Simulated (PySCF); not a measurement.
**(LiCl)4 ring: 4 charge schemes on one density**

Species: (LiCl)4 ring, Li4Cl4.
Structure used (PBE0-D3(BJ)/def2-SVP), in Å, numbered top down from 1:
```
atom  x, y, z in Å
Li1   -0.077   -0.592   -2.495
Cl2   -2.089   -0.029   -1.971
Li3   -2.521    0.534    0.070
Cl4   -2.020    0.936    2.133
Li5    0.076    0.591    2.494
Cl6    2.090    0.032    1.970
Li7    2.521   -0.532   -0.070
Cl8    2.019   -0.940   -2.132
```

Density: PBE0/pcSseg-1 (PySCF); schemes: Mulliken, IAO, Hirshfeld and ESP-fitted. Isolated species at its PBE0-D3(BJ)/def2-SVP geometry (one conformer only).

Question: What partial charge does each atom carry?

Answer: In e; atoms taken as equivalent share a row and are averaged (×n: the atom named and its like, n in all):

```json
{"atom": "Li1/Li3/Li5/Li7", "environment": "lithium bonded to 2 Cl", "Mulliken": "+0.657", "IAO": "+0.790", "Hirshfeld": "+0.368", "ESP-fitted": "+0.520"}
{"atom": "Cl2/Cl4/Cl6/Cl8", "environment": "chlorine bonded to 2 Li", "Mulliken": "-0.657", "IAO": "-0.790", "Hirshfeld": "-0.368", "ESP-fitted": "-0.520"}
```

Mean size of the charges over all atoms: IAO 0.790 e, Mulliken 0.657 e, ESP-fitted 0.520 e, Hirshfeld 0.368 e. Each set sums to the total charge, 0, to within 0.001 e. The Hirshfeld scheme divides the density at each point in proportion to the densities of the neutral, spherically averaged free atoms. The IAO scheme counts the electrons in orthogonalised intrinsic atomic orbitals, a minimal basis polarised so that it spans the occupied orbitals exactly.

Lowest charge. All schemes agree: Mulliken Cl2/Cl4/Cl6/Cl8 (-0.657); IAO Cl2/Cl4/Cl6/Cl8 (-0.790); Hirshfeld Cl2/Cl4/Cl6/Cl8 (-0.368); ESP-fitted Cl2/Cl4/Cl6/Cl8 (-0.520).

Highest charge. All schemes agree: Mulliken Li1/Li3/Li5/Li7 (+0.657); IAO Li1/Li3/Li5/Li7 (+0.790); Hirshfeld Li1/Li3/Li5/Li7 (+0.368); ESP-fitted Li1/Li3/Li5/Li7 (+0.520).

Question: Sum the charges by element.

Answer: 
```csv
element,atoms,Mulliken,IAO,Hirshfeld,ESP-fitted
Li,4,+2.629,+3.161,+1.471,+2.082
Cl,4,-2.629,-3.161,-1.472,-2.082
```

Question: How many electrons does the Hirshfeld scheme count on Cl6?

Answer: Its own charge is -0.367 e, so Z − q = 17.367.
